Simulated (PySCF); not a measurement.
BF2, SMILES F[B]F, multiplicity 2. The structure is a stationary point at B3LYP-D3(BJ)/def2-TZVP. The isomer is the one that the SMILES or the coordinates give; other isomers of the formula were not compared.

Computed equilibrium geometry at B3LYP-D3(BJ)/def2-TZVP (PySCF confirms it by a frequency run) as bond lengths and angles, and its point group:
point group C2v.
Atoms: F1 B2 F3. Bonded distances (Å): F1–B2 1.310, B2–F3 1.310. Angles (°): F1–B2–F3 121.3.
Charge 0, spin multiplicity 2.
